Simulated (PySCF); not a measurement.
**Spinor energies of Xe²⁵⁺ (xenon, charge +25)**

Start: [Ar] 3d10 4s1; 4s1/2 filled at m_j = +1/2. Calculated with PySCF 2.14 in an even-tempered Gaussian basis (17 s from 1.9 bohr⁻², ratio 2.8; 13 p from 2.5 bohr⁻², ratio 2.8; 8 d from 4.5 bohr⁻², ratio 2.8; 4 f from 11 bohr⁻², ratio 3): generalised Hartree-Fock with the X2C-1e Hamiltonian and a Gaussian nucleus; one run each with spin-orbit coupling (SO) switched off, then screened by Boettger's factors.

```tsv
spinor shell	electrons	ε, spin-free (eV)	ε, screened SO (eV)	weight of nominal j (screened SO)	rms radius, screened SO (bohr)
1s1/2	2	-35548.8	-35545.3	1.000	0.0305
2s1/2	2	-6304.9	-6303.9	1.000	0.124
2p1/2	2	-5735.5	-5962.8	1.000	0.107
2p3/2	4	-5735.5	-5633.8	1.000	0.112
3s1/2	2	-1920.2	-1920.0	1.000	0.321
3p1/2	2	-1730.7	-1776.7	1.000	0.314
3p3/2	4	-1730.7	-1710.1	1.000	0.325
3d3/2	4	-1458.0	-1466.3	0.999	0.294
3d5/2	6	-1458.0	-1452.3	0.999	0.297
4s1/2	1	-850.29	-850.25	1.000	0.697
```

```json
{"quantity": "E (hartree)", "spin-free": "-7144.47464", "screened SO": "-7146.83513"}
{"quantity": "M_J", "spin-free": "1/2", "screened SO": "1/2"}
{"quantity": "⟨J²⟩", "spin-free": "0.750", "screened SO": "0.750"}
{"quantity": "⟨L²⟩", "spin-free": "0.000", "screened SO": "0.016"}
{"quantity": "⟨S²⟩", "spin-free": "0.750", "screened SO": "0.766"}
```

Each row is a mean over spinors that exchange with the open shell spreads, by up to 3.623 eV (3s1/2).

Breit and QED terms are absent; they matter most for the inner s and p1/2 levels.

Densities and radii are taken from the X2C orbitals without a picture-change correction, which distorts them close to the nucleus.

Without spin-orbit coupling the j labels of p, d and f shells carry no meaning; the spin-free column gives the mean over the occupied spinors of each nl shell.
